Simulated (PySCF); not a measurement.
Compound: C5H10OSi.
Atom-mapped SMILES: `[CH3:1]/[CH:2]=[CH:3]\[CH:4]=[CH:5]/[O:6][SiH3:7]` (hydrogens: H8, H9, H10 on C1; H11 on C2; H12 on C3; H13 on C4; H14 on C5; H15, H16, H17 on Si7)

The same species was optimised twice, with GFN2-xTB and with PBE0-D3(BJ)/def2-SVP (PySCF), and the same property calculations (PySCF, gas phase) were run on both structures.

```csv
coordinate,GFN2-xTB,PBE0-D3(BJ)/def2-SVP,change
O6–Si7 (Å),1.625,1.676,+0.051
C2=C3 (Å),1.335,1.347,+0.012
C4=C5 (Å),1.337,1.345,+0.008
C3–C4 (Å),1.443,1.449,+0.006
C5–O6 (Å),1.346,1.351,+0.005
C1–C2 (Å),1.492,1.492,0.000
C5–O6–Si7 (°),133.2,126.6,-6.6
C3–C4–C5 (°),123.5,124.1,+0.6
C2–C3–C4 (°),126.8,126.5,-0.3
C4–C5–O6 (°),122.9,122.7,-0.2
C1–C2–C3 (°),127.5,127.4,-0.1
C2–C3–C4–C5 (°),180,180,0
C4–C5–O6–Si7 (°),180,-168,+12
```

Rotational constants: A = 10039, B = 724.3, C = 683.6 MHz (GFN2-xTB) against A = 10171, B = 709.0, C = 672.1 MHz (PBE0-D3(BJ)/def2-SVP). Point groups within 0.08 Å: Cs and C1. Atoms that the bonding makes alike are paired by their places after alignment.

On the GFN2-xTB structure: lowest singlet, TDDFT (eV) 5.40 [CAM-B3LYP/def2-SVPD]; lowest triplet, Tamm–Dancoff (eV) 3.04 [CAM-B3LYP/def2-SVPD]; isotropic polarisability (au) 100.6 [CAM-B3LYP/def2-SVPD]; HOMO (eV) -7.19 [CAM-B3LYP/def2-SVPD]; LUMO (eV) 0.61 [CAM-B3LYP/def2-SVPD]; dipole (D) 0.89 [CAM-B3LYP/def2-SVPD]; HOMO (eV) -5.94 [PBE0/pcSseg-1]; LUMO (eV) -0.36 [PBE0/pcSseg-1]; dipole (D) 1.04 [PBE0/pcSseg-1]; GIAO shielding of C1 (ppm) 170.2 [PBE0/pcSseg-1]; GIAO shielding of C2 (ppm) 56.1 [PBE0/pcSseg-1]; GIAO shielding of C3 (ppm) 58.8 [PBE0/pcSseg-1]; GIAO shielding of C4 (ppm) 72.6 [PBE0/pcSseg-1]; GIAO shielding of C5 (ppm) 41.0 [PBE0/pcSseg-1]; GIAO shielding of O6 (ppm) 247.6 [PBE0/pcSseg-1]; GIAO shielding of Si7 (ppm) 386.4 [PBE0/pcSseg-1].

**Question.** What do these properties become on the PBE0-D3(BJ)/def2-SVP structure?

**Answer.** 
```csv
property,level,on GFN2-xTB,on PBE0-D3(BJ)/def2-SVP,change
"lowest singlet, TDDFT (eV)",CAM-B3LYP/def2-SVPD,5.40,5.32,-0.08
"lowest triplet, Tamm–Dancoff (eV)",CAM-B3LYP/def2-SVPD,3.04,2.96,-0.08
isotropic polarisability (au),CAM-B3LYP/def2-SVPD,100.6,103.3,+2.7
HOMO (eV),CAM-B3LYP/def2-SVPD,-7.19,-7.15,+0.04
LUMO (eV),CAM-B3LYP/def2-SVPD,0.61,0.55,-0.06
dipole (D),CAM-B3LYP/def2-SVPD,0.89,1.00,+0.11
"energy, GFN2-xTB geometry as zero (kcal/mol)",CAM-B3LYP/def2-SVPD,0.0,-3.0,-3.0
HOMO (eV),PBE0/pcSseg-1,-5.94,-5.90,+0.04
LUMO (eV),PBE0/pcSseg-1,-0.36,-0.41,-0.05
dipole (D),PBE0/pcSseg-1,1.04,1.16,+0.12
"energy, GFN2-xTB geometry as zero (kcal/mol)",PBE0/pcSseg-1,0.0,-2.6,-2.6
GIAO shielding of C1 (ppm),PBE0/pcSseg-1,170.2,168.6,-1.6
GIAO shielding of C2 (ppm),PBE0/pcSseg-1,56.1,53.9,-2.2
GIAO shielding of C3 (ppm),PBE0/pcSseg-1,58.8,55.7,-3.1
GIAO shielding of C4 (ppm),PBE0/pcSseg-1,72.6,71.7,-0.9
GIAO shielding of C5 (ppm),PBE0/pcSseg-1,41.0,37.6,-3.4
GIAO shielding of O6 (ppm),PBE0/pcSseg-1,247.6,239.0,-8.6
GIAO shielding of Si7 (ppm),PBE0/pcSseg-1,386.4,379.6,-6.8
```

The heavy atoms differ by 0.087 Å rms after alignment. Among bonds between heavy atoms O6–Si7 changes most (+0.051 Å). Changes are differences of the printed values. Neither structure is proved a minimum here.

Conformer computed: `[CH3:1]/[CH:2]=[CH:3]\[CH:4]=[CH:5]/[O:6][SiH3:7]`: C2–C3–C4–C5 180°, C4–C5–O6–Si7 -168°.
